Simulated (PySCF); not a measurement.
## Pd²⁵⁺: ionisation energy

Pd²⁵⁺ [Ar] 3d3 (4F) → Pd²⁶⁺ [Ar] 3d2 (3F), as a difference of total energies. Calculation: PySCF 2.14, in an even-tempered Gaussian basis (17 s from 2.9 bohr⁻², ratio 2.5; 11 p from 3.8 bohr⁻², ratio 2.5; 8 d from 3.8 bohr⁻², ratio 2.5; 4 f from 15 bohr⁻², ratio 2.7; 3 g from 22 bohr⁻², ratio 2.7); the non-relativistic Hamiltonian (point nucleus). Correlated levels: outer shells: [Ne] frozen; virtual orbitals above 40 to 60 times the deepest correlated orbital energy dropped. The calculations carry no spin-orbit coupling.

```csv
method,ionisation energy (eV)
UHF,1292.1
LDA,1292.5
PBE,1292.4
PBE0,1292.7
r2SCAN,1293.6
B2PLYP,1292.6
revPBE,1292.3
MP2 (outer shells),1292.4
SCS-MP2 (outer shells),1292.1
```

A first-order spin-orbit estimate (lowest level to lowest level, LS coupling) adds -0.180 eV.

All relativistic terms are absent from these numbers, so their closeness to the reference says little about the methods.

For comparison: 1290 ± 4 eV (theoretical estimate listed by NIST; NIST Atomic Spectra Database, ionization energies).
